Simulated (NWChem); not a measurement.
System: SiH3Cl; SMILES [SiH3]Cl

Here is an NWChem input.

```
start job
memory heap 200 mb stack 900 mb global 1100 mb
geometry units angstroms noautosym nocenter noautoz
  Si     0.000000     0.000000    -0.959954
  Cl     0.000000     0.000000     1.107816
  H     -0.787225    -1.168593    -1.442037
  H      1.405643    -0.097461    -1.442037
  H     -0.618418     1.266053    -1.442037
end
basis spherical
  * library def2-svp
end
dft
  xc b3lyp
  iterations 150
  mulliken
end
task dft energy
esp
  recalculate
  probe 0.07
  range 0.3
  factor 1.0
  spacing 0.02
end
task esp
```

Excerpt of the output:

```
             Northwest Computational Chemistry Package (NWChem) 7.3.0
             --------------------------------------------------------

                             Geometry "geometry" -> ""
                             -------------------------

 Output coordinates in angstroms (scale by  1.889725989 to convert to a.u.)

  No.       Tag          Charge          X              Y              Z
 ---- ---------------- ---------- -------------- -------------- --------------
    1 Si                  14.0000     0.00000000     0.00000000    -0.95995400
    2 Cl                  17.0000     0.00000000     0.00000000     1.10781600
    3 H                    1.0000    -0.78722500    -1.16859300    -1.44203700
    4 H                    1.0000     1.40564300    -0.09746100    -1.44203700
    5 H                    1.0000    -0.61841800     1.26605300    -1.44203700

 Effective nuclear repulsion energy (a.u.)      85.7469330851

                                 NWChem DFT Module
                                 -----------------

 Summary of "ao basis" -> "ao basis" (spherical)
 ------------------------------------------------------------------------------
       Tag                 Description            Shells   Functions and Types
 ---------------- ------------------------------  ------  ---------------------
 Si                         def2-svp                 8       18   4s3p1d
 Cl                         def2-svp                 8       18   4s3p1d
 H                          def2-svp                 3        5   2s1p

            General Information
            -------------------
          SCF calculation type: DFT
          Wavefunction type:  closed shell.
          No. of atoms     :     5
          No. of electrons :    34
           Alpha electrons :    17
            Beta electrons :    17
          Charge           :     0
          Spin multiplicity:     1
          Use of symmetry is: off; symmetry adaption is: off
          Maximum number of iterations: 150
          AO basis - number of functions:    51
                     number of shells:    25
          Convergence on energy requested:  1.00D-06
          Convergence on density requested:  1.00D-05
          Convergence on gradient requested:  5.00D-04

              XC Information
              --------------
                         B3LYP Method XC Potential
                     Hartree-Fock (Exact) Exchange  0.200
                        Slater Exchange Functional  0.800 local
                    Becke 1988 Exchange Functional  0.720 non-local
              Lee-Yang-Parr Correlation Functional  0.810
                  VWN I RPA Correlation Functional  0.190 local

             Grid Information
             ----------------
          Grid used for XC integration:  medium
          Radial quadrature: Mura-Knowles
          Angular quadrature: Lebedev.
          Tag              B.-S. Rad. Rad. Pts. Rad. Cut. Ang. Pts.
          ---              ---------- --------- --------- ---------
          Si                  1.10       88           7.0       590
          Cl                  1.00       88           9.0       590
          H                   0.35       45           8.0       434
          Grid pruning is: on
          Number of quadrature shells:   311
          Spatial weights used:  Erf1

      Superposition of Atomic Density Guess
      -------------------------------------

 Sum of atomic energies:        -749.55990056

      Non-variational initial energy
      ------------------------------

 Total energy =    -749.967807
 1-e energy   =   -1207.544634
 2-e energy   =     371.829894
 HOMO         =      -0.385881
 LUMO         =       0.065454

     ---------------------------------------------
      Total Density - Mulliken Population Analysis
     ---------------------------------------------

    Atom       Charge   Shell Charges
 -----------   ------   -------------------------------------------------------
    1 Si  14    13.32   2.00  1.99  0.98  0.25  5.94  1.03  0.99  0.15
    2 Cl  17    17.42   2.00  1.99  1.22  0.72  5.94  2.16  3.37  0.01
    3 H    1     1.09   0.70  0.37  0.01
    4 H    1     1.09   0.70  0.37  0.01
    5 H    1     1.09   0.70  0.37  0.01

   convergence    iter        energy       DeltaE   RMS-Dens  Diis-err
 ---------------- ----- ----------------- --------- --------- ---------
 d= 0,ls=0.0,diis     1   -751.3005267349 -8.37D+02  1.39D-02  2.28D-01
 d= 0,ls=0.0,diis     2   -751.3097971217 -9.27D-03  8.15D-03  1.11D-01
 d= 0,ls=0.0,diis     3   -751.3267282617 -1.69D-02  2.13D-03  1.25D-02
 d= 0,ls=0.0,diis     4   -751.3285426187 -1.81D-03  3.21D-04  2.15D-04
 d= 0,ls=0.0,diis     5   -751.3285703647 -2.77D-05  5.25D-05  5.65D-06
 d= 0,ls=0.0,diis     6   -751.3285712244 -8.60D-07  6.60D-06  1.45D-07

         Total DFT energy =     -751.328571224376
      One electron energy =    -1208.750148382977
           Coulomb energy =      422.001630390899
    Exchange-Corr. energy =      -50.326986317397
 Nuclear repulsion energy =       85.746933085099

 Numeric. integr. density =       33.999992210134

                       DFT Final Molecular Orbital Analysis
                       ------------------------------------

 Vector   15  Occ=2.000000D+00  E=-3.840863D-01
              MO Center=  1.6D-01, -3.0D-01, -7.3D-01, r^2= 2.8D+00
   Bfn.  Coefficient  Atom+Function         Bfn.  Coefficient  Atom+Function
  ----- ------------  ---------------      ----- ------------  ---------------
    42      0.277830  4 H  s                 37     -0.272932  3 H  s
     8      0.258440  1 Si px                29      0.235835  2 Cl px
    11      0.202165  1 Si px                26      0.190481  2 Cl px
     5     -0.146492  1 Si px                43      0.122906  4 H  s
     9      0.121344  1 Si py                38     -0.120740  3 H  s

 Vector   16  Occ=2.000000D+00  E=-3.139161D-01
              MO Center= -1.4D-01,  3.4D-02,  4.6D-01, r^2= 2.6D+00
   Bfn.  Coefficient  Atom+Function         Bfn.  Coefficient  Atom+Function
  ----- ------------  ---------------      ----- ------------  ---------------
    30      0.576720  2 Cl py                27      0.423265  2 Cl py
    24      0.246031  2 Cl py                47     -0.197860  5 H  s
    37      0.179075  3 H  s                 48     -0.166535  5 H  s
    38      0.150724  3 H  s                  9     -0.125385  1 Si py
    15      0.070957  1 Si d -1               6      0.064381  1 Si py

 Vector   17  Occ=2.000000D+00  E=-3.139159D-01
              MO Center=  1.4D-01, -3.4D-02,  4.6D-01, r^2= 2.6D+00
   Bfn.  Coefficient  Atom+Function         Bfn.  Coefficient  Atom+Function
  ----- ------------  ---------------      ----- ------------  ---------------
    29      0.576719  2 Cl px                26      0.423266  2 Cl px
    23      0.246031  2 Cl px                42     -0.217624  4 H  s
    43     -0.183173  4 H  s                  8     -0.125386  1 Si px
    37      0.125081  3 H  s                 38      0.105278  3 H  s
    47      0.092543  5 H  s                 48      0.077892  5 H  s

 Vector   18  Occ=0.000000D+00  E= 4.162198D-03
              MO Center= -6.6D-07, -5.1D-08, -9.1D-01, r^2= 3.4D+00
   Bfn.  Coefficient  Atom+Function         Bfn.  Coefficient  Atom+Function
  ----- ------------  ---------------      ----- ------------  ---------------
    13      1.135045  1 Si pz                31      0.587918  2 Cl pz
    22     -0.580910  2 Cl s                  3      0.291678  1 Si s
    10      0.276069  1 Si pz                28      0.209829  2 Cl pz
    21     -0.189879  2 Cl s                  7     -0.154810  1 Si pz
    38      0.153238  3 H  s                 43      0.153239  4 H  s

 Vector   19  Occ=0.000000D+00  E= 5.226984D-02
              MO Center=  5.7D-02,  7.4D-02, -9.1D-01, r^2= 3.7D+00
   Bfn.  Coefficient  Atom+Function         Bfn.  Coefficient  Atom+Function
  ----- ------------  ---------------      ----- ------------  ---------------
    12      1.277691  1 Si py                38      1.261971  3 H  s
    11      0.805460  1 Si px                48     -0.664160  5 H  s
    43     -0.597806  4 H  s                 30     -0.256587  2 Cl py
     9      0.214837  1 Si py                37      0.182349  3 H  s
    29     -0.161753  2 Cl px                14      0.140004  1 Si d -2

[...]

                     NWChem Electrostatic Potential Fit Module
                     -----------------------------------------

 Atom parameters

 Number of atoms is                                    5
 Number of basis functions is                         51

 Grid parameters

 Maximum number of grid points is                  28981
 Number of grid points is                          28980
 Grid range                                     0.300000 nm
 Grid spacing                                   0.020000 nm
 Probe radius                                   0.070000 nm
 Atom radius factor                             1.000000

 Atomic radii

    1    0.100000
   14    0.187000
   17    0.169000
 FASTESP  F
  using M.O. file = ./job.movecs

    Atom              Coordinates                           Charge

                                                  ESP

    1 Si    0.000000    0.000000   -0.095995    0.460468
    2 Cl    0.000000    0.000000    0.110782   -0.209934
    3 H    -0.078723   -0.116859   -0.144204   -0.082951
    4 H     0.140564   -0.009746   -0.144204   -0.083512
    5 H    -0.061842    0.126605   -0.144204   -0.084072
                                            ------------
                                                0.000000

 Dipole moment                                  0.592087

 Quadrupole moment Qxx                          1.765313
                   Qyy                          1.762532
                   Qzz                         -3.527844

 RMS deviation kJ/mol                           0.070226

 RRMS %                                        43.414534
```

Level: B3LYP/def2-SVP. Geometry: optimised at PBE0/def2-SVP. B3LYP is NWChem's, with the RPA form of VWN correlation.
